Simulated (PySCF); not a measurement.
Spectra and structures to be paired. Computed, not measured: TDDFT wB97X-D/def2-SVPD, vertical, gas phase, core orbitals frozen in the response (PySCF 2.14.0, density-fitted response routines). Geometries: PBE0-D3(BJ)/def2-SVP; one conformer of each isolated species. Triplets are in the Tamm–Dancoff approximation.

A. `C1CC(O[SiH3])=CC=1`
B. `CC#C/C=C/O[SiH3]`
C. `C=CC#C[SiH2]OC`
D. `[C@@H]1(C#N)S[C@@H](CC1)C`
E. `C=CC[C@@H](C#N)SC`

Lowest singlet levels (six at most, fewer where fewer were computed) with oscillator strengths:

1. 5.41 eV (f 0.423); 5.61 eV (f 0.000); 5.77 eV (f 0.001); 6.09 eV (f 0.001); 6.39 eV (f 0.000); 6.93 eV (f 0.002); T1 3.44 eV
2. 5.41 eV (f 0.003); 6.25 eV (f 0.021); 6.82 eV (f 0.026); 7.02 eV (f 0.017); 7.24 eV (f 0.343); 7.48 eV (f 0.109)
3. 5.13 eV (f 0.001); 6.35 eV (f 0.018); 6.40 eV (f 0.021); 7.24 eV (f 0.013); 7.46 eV (f 0.007); 7.55 eV (f 0.017)
4. 4.75 eV (f 0.125); 5.59 eV (f 0.000); 6.11 eV (f 0.001); 6.73 eV (f 0.013); 6.77 eV (f 0.011); 6.83 eV (f 0.009); T1 2.98 eV
5. 5.14 eV (f 0.040); 5.31 eV (f 0.212); 5.47 eV (f 0.030); 6.86 eV (f 0.054); 7.04 eV (f 0.710); 7.16 eV (f 0.003); T1 3.36 eV

Question: Which spectrum belongs to which structure?

Answer: 1 = B, 2 = E, 3 = D, 4 = A, 5 = C.
- A: S1 at 4.75 eV, HOMO→LUMO (98%); Löwdin shares by element: HOMO carbon 76% or more (atoms not listed hold the other 24%); LUMO carbon 68% or more (atoms not listed hold the other 32%); HOMO -7.58 and LUMO 1.40 eV; point group Cs, 1 of its 6 listed states under f = 0.0005.
- B: S1 at 5.41 eV, HOMO→LUMO (89%); Löwdin shares by element: HOMO carbon 76% or more (atoms not listed hold the other 24%); LUMO carbon 73% or more (atoms not listed hold the other 27%); HOMO -7.93 and LUMO 1.41 eV.
- C: S1 at 5.14 eV, HOMO-1→LUMO (53%), HOMO→LUMO (17%), HOMO-2→LUMO (14%); Löwdin shares by element: HOMO carbon 87% or more; LUMO carbon 80% or more (atoms not listed hold the other 20%); HOMO -9.02 and LUMO 0.32 eV.
- D: S1 at 5.13 eV, HOMO→LUMO (86%); Löwdin shares by element: HOMO sulfur 69%, carbon 17% or more; LUMO sulfur 48%, carbon 23% or more, nitrogen 10% (atoms not listed hold the other 20%); HOMO -8.78 and LUMO 1.46 eV.
- E: S1 at 5.41 eV, HOMO→LUMO (56%), HOMO→LUMO+1 (32%); Löwdin shares by element: HOMO sulfur 67%, carbon 17% or more (atoms not listed hold the other 16%); LUMO carbon 34% or more, sulfur 23%, nitrogen 9% (atoms not listed hold the other 34%); HOMO -8.89 and LUMO 1.25 eV.
C and D have S1 within 0.01 eV of each other; their strongest listed levels stand at 7.04 eV (f 0.710) and 6.40 eV (f 0.021).
B and E have S1 within 0.01 eV of each other; their strongest listed levels stand at 5.41 eV (f 0.423) and 7.24 eV (f 0.343).
